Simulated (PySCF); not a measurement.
Correlation energy of Ne³⁺ (neon, charge +3)

[He] 2s2 2p3, high-spin 4S determinant. Computed with PySCF 2.14 in dyall-acv3z (15s9p4d2f, 76 functions), with scalar relativity by spin-free X2C-1e. Frozen: 1s2; 5 electrons correlated; the 19 highest virtual orbitals of each spin left out.

| level | correlation energy (mhartree) |
| --- | --- |
| CCSD | -120.42 |
| (T) | -1.00 |
| CCSD(T) | -121.42 |

Diagnostics: T1 = 0.0021, D1 = 0.0055, largest double amplitude 0.024.

Cost of the coupled-cluster step: of the order of 3 core-seconds, for 5 correlated electrons.
